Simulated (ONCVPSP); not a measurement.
Configuration tests for tungsten (ONCV)

ONCVPSP 4.0.1 input, shortened (lines: element, Z, core and valence counts, functional; n l f; lmax; l rc ep ncon nbas qcut; lloc lpopt rc5 dvloc0; l nproj debl; icmod fcfact rcfact), PBE, scalar-relativistic:

```
  W 74.00   12    2        4      upf
    1    0    2.00
    2    0    2.00
    2    1    6.00
    3    0    2.00
    3    1    6.00
    3    2   10.00
    4    0    2.00
    4    1    6.00
    4    2   10.00
    4    3   14.00
    5    0    2.00
    5    1    6.00
    5    2    4.00
    6    0    1.50
    3
    0    2.65    0.00    4    7    2.40
    1    2.35    0.14    4    8    3.40
    2    2.00    0.00    3    8    6.40
    3    2.75    0.41    4    7    4.60
    4    5    1.55    0.00
    0    2    3.20
    1    2    2.80
    2    3    2.20
    3    2    2.20
    0    0.00    0.00
```

In the p channel the program set the typed energies aside and used 0.050, 2.850 Ha.

Energies are relative to the spin-unpolarised reference configuration 5d4 6s1.5; without spin polarisation the order of configurations can differ from experiment.

```
valence configuration  charge  ΔE all-electron (eV)  error AE − PS (meV)
              5d4 6s2       0                -3.633                 +2.3
              5d4 6s1      +1                 5.251                 +1.2
```

Question: What are ΔE and the potential's error for 5d4 6s0?

Answer: ΔE = 20.931 eV all-electron; the error (AE − PS) is +65 meV.

Question: What are ΔE and the potential's error for 5d2 6s0?

Answer: ΔE = 83.524 eV all-electron; the error (AE − PS) is +235 meV.

Note: ghosts flagged at negative energy: s at -18.5 eV, p at -18.3 eV; GHOST(+) flagged for s at 143.8 eV, f at 146.7 eV, p at 338.7 eV. A true bound ghost makes a file unfit for plane-wave use.
